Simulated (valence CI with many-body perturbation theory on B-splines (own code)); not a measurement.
**Level structure of Cd¹⁷⁺**

Method: configuration interaction combined with many-body perturbation theory (CI+MBPT): three valence electrons over a frozen Dirac-Fock core [Ar] 3d10, radial functions for each j: 11 s, 11 p, 10 d, 8 f, 5 g, 2 h, with the one-electron correlation potential Σ1, the two-electron term Σ2, the three-electron term Σ3, Breit, model QED; selected CI, second order for the rest, scaled by the run's own slope (own B-spline code, finite nucleus).

No measured spectrum was set against this ion. As an estimate, levels hold to about 250 cm⁻¹ or 0.2 % of their energy and the worst to 1 %, as in measured heavy ions of charge 2 to 7; those with d or f electrons hold less well.

Levels 136 to 180 of 187, with energies above the lowest level, 4s²4p ²P°_1/2. "Leading %" is the weight of the configuration and term that name the level; weights of strongly mixed levels are sums over their largest components and can fall short, so below about 35 % the name and the second component can differ from the true leading terms, or belong to a minority configuration. Lifetimes count E1, E2, E3, M1 and M2 decay at the calculated energies, and are blank where another channel may lead or the interval is too uncertain; long ones can be off by a factor of two.

```
No.  Configuration  Term     J  E (cm⁻¹)  Leading %  Second component  Lifetime      g
136          4p4d²   ⁴D°   3/2   1879600         31    22 % 4p4d² ²D°   9.22 ps  1.017
137         4s4p5s   ²P°   1/2   1879800         95                     1.96 ps  0.704
138         4s4p5s   ²P°   3/2   1882000         92    4 % 4s4p5s ⁴P°   2.53 ps  1.349
139          4p²4f   ²G°   7/2   1882600         18    15 % 4p²4f ⁴D°   14.9 ps  1.106
140         4s4p5p    ⁴D   3/2   1884200         58    24 % 4s4p5p ²P   4.56 ps  1.209
141          4p²4f   ⁴G°   9/2   1889200         21    20 % 4p4d² ²G°   12.4 ps  1.099
142          4p4d²   ⁴D°   5/2   1890100         25    23 % 4p4d² ⁴F°   6.08 ps  1.145
143          4p²4f   ⁴F°   7/2   1894500         22    22 % 4p²4f ²G°   6.75 ps  1.079
144          4p²4f   ²F°   5/2   1897300         37    18 % 4p²4f ²D°   8.57 ps  0.954
145          4p4d²   ⁴G°  11/2   1898000         45    26 % 4p²4f ²H°   33.6 ps  1.175
146         4s4p5p    ⁴P   1/2   1898300         78    11 % 4s4p5p ²S   5.69 ps  2.392
147          4p²4f   ⁴G°   7/2   1898400         36    31 % 4p²4f ²G°   6.79 ps  0.997
148          4p4d²   ⁴P°   3/2   1899900         66    11 % 4p4d² ⁴S°   7.01 ps  1.618
149          4p²4f   ²G°   9/2   1901200         54    32 % 4p²4f ⁴F°   8.86 ps  1.194
150          4p²4f   ²D°   5/2   1904100         26    18 % 4p²4f ⁴G°   7.06 ps  0.988
151         4s4p5p    ⁴P   3/2   1905500         32    21 % 4s4p5p ⁴D   4.97 ps  1.444
152          4p4d²   ⁴F°   7/2   1907200         34    22 % 4p²4f ²F°   5.96 ps  1.208
153          4p²4f   ⁴D°   1/2   1907700         43    30 % 4p4d² ⁴D°   7.76 ps  0.192
154          4p²4f   ⁴D°   3/2   1908200         37    22 % 4p4d² ⁴F°   6.52 ps  1.023
155          4p4d²   ⁴F°   5/2   1910200         35    29 % 4p²4f ⁴D°   7.20 ps  1.177
156          4p²4f   ²D°   5/2   1912800         28    26 % 4p4d² ⁴D°   9.24 ps  1.214
157          4p²4f   ⁴F°   3/2   1912800         60    22 % 4p²4f ²D°   6.31 ps  0.612
158         4s4p5p    ²P   1/2   1914600         60    20 % 4s4p5p ⁴D   3.44 ps  0.816
159         4s4p5p    ⁴D   5/2   1917700         74    16 % 4s4p5p ⁴P   5.95 ps  1.390
160          4p4d²   ⁴F°   7/2   1923300         32    29 % 4p4d² ²F°   6.32 ps  1.170
161          4p²4f   ⁴G°   9/2   1923300         28    21 % 4p²4f ²G°   7.54 ps  1.126
162         4s4p5p    ²D   3/2   1925900         46    27 % 4s4p5p ⁴P   4.17 ps  1.264
163          4p4d²   ⁴F°   9/2   1930500         43    19 % 4p4d² ⁴G°   4.96 ps  1.244
164          4p4d²   ⁴D°   7/2   1933100         65     9 % 4p²4f ⁴G°   8.22 ps  1.322
165          4p4d²   ⁴P°   5/2   1935800         54    16 % 4p4d² ⁴D°   8.29 ps  1.383
166          4p4d²   ²S°   1/2   1935800         53    40 % 4p4d² ⁴P°   6.13 ps  2.161
167          4p4d²   ²P°   3/2   1936600         40    13 % 4p4d² ⁴D°   5.01 ps  1.105
168          4p²4f   ²F°   5/2   1944000         30    18 % 4p4d² ⁴P°   11.0 ps  1.076
169          4p4d²   ²P°   1/2   1944200         80     6 % 4p4d² ⁴D°   6.90 ps  0.664
170          4p4d²   ²G°   7/2   1945000         30    15 % 4p²4f ⁴D°   7.04 ps  1.073
171         4s4p5p    ⁴P   3/2   1946700         33    21 % 4s4p5p ²P   4.46 ps  1.500
172          4p²4f   ⁴G°  11/2   1948300         62    23 % 4p4d² ²H°   5.55 ps  1.227
173         4s4p5p    ⁴P   5/2   1950600         47    31 % 4s4p5p ²D   4.57 ps  1.425
174          4p²4f   ⁴F°   5/2   1952700         26    16 % 4p4d² ²F°   6.16 ps  1.072
175          4p4d²   ²G°   9/2   1955000         27    20 % 4p²4f ²H°   6.25 ps  1.097
176          4p4d²   ⁴D°   7/2   1956600         60    11 % 4p²4f ²F°   4.29 ps  1.305
177          4p²4f   ²D°   3/2   1958000         36    16 % 4p4d² ⁴D°   5.12 ps  0.940
178          4p²4f   ²P°   1/2   1958700         34    30 % 4p4d² ²P°   5.61 ps  0.478
179          4p4d²   ²F°   7/2   1959000         26    16 % 4p²4f ⁴F°   8.21 ps  1.060
180          4p4d²   ⁴D°   5/2   1963200         22    10 % 4p4d² ⁴F°   3.54 ps  1.151
```

Names give the largest LS component (configuration and term), which can be under half, so a name can repeat, a term be missing and a line seem to break the LS rules; names also repeat where a configuration has a term twice.

Where two levels of one J and parity lie close, their mixing, g and order are uncertain.
